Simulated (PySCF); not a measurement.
F3OV, multiplicity 1.

```xyz
5

V      0.0000     0.0000    -0.0387
O      0.0000     0.0000    -1.5841
F     -1.4034     0.8102     0.5023
F      1.4034     0.8102     0.5023
F      0.0000    -1.6205     0.5023
```
Charge 0, spin multiplicity 1.

The structure is a stationary point at B3LYP-D3(BJ)/def2-SVP. The multiplicity is an assumed one; other spin states were not compared.

All values below come from PBE/pcSseg-1 (PySCF). Non-relativistic, no solvent.

Computed absolute GIAO shielding of each atom: isotropic value and principal components (ppm):
```
atom   σ(iso)      σ11      σ22     σ33    span
----  -------  -------  -------  ------  ------
V1    -1162.3  -1313.4  -1313.4  -860.2   453.2
O2     -854.4  -1290.1  -1290.1    17.0  1307.2
F3     -203.6   -673.1    -33.0    95.3   768.4
F4     -203.6   -673.1    -33.0    95.3   768.4
F5     -203.6   -673.1    -33.0    95.3   768.4
```
